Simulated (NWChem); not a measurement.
Species: C₃HF₂NS; SMILES Fc1csc(F)n1

```xyz
8

F      0.5492     2.5036     0.0000
C      0.1670     1.2307     0.0000
C     -1.1487     0.8227     0.0000
S     -1.1913    -0.9204     0.0000
C      0.5612    -0.8949     0.0000
F      1.2230    -2.0392     0.0000
N      1.1331     0.2679     0.0000
H     -2.0583     1.4321     0.0000
```
Atoms are numbered in this order, from 1.

Level: PBE-D3(BJ)/def2-SVP (NWChem), optimised geometry, unscaled harmonic frequencies. 

Task: List the harmonic frequencies with IR intensities, and the thermochemistry.

Result: 
| frequency (cm⁻¹) | IR intensity (km/mol) |
|---|---|
| 238 | 0.2 |
| 278 | 0.3 |
| 331 | 0.6 |
| 444 | 1.2 |
| 521 | 5.2 |
| 550 | 4.6 |
| 579 | 1.9 |
| 655 | 3.2 |
| 680 | 39.6 |
| 741 | 6.0 |
| 842 | 9.0 |
| 1002 | 31.7 |
| 1126 | 32.0 |
| 1242 | 205.5 |
| 1387 | 136.8 |
| 1557 | 90.0 |
| 1592 | 242.2 |
| 3213 | 8.7 |

* **zero-point energy**: 24.3 kcal/mol
* **thermal correction to the enthalpy at 298.15 K (with zero-point energy)**: 28.3 kcal/mol
* **heat capacity Cv**: 20.0 cal/(mol K)
* **entropy at 298.15 K and 1 atm (symmetry number 1)**: 76.5 cal/(mol K)
* **dipole moment**: 2.36 D

Rigid rotor and harmonic oscillator.
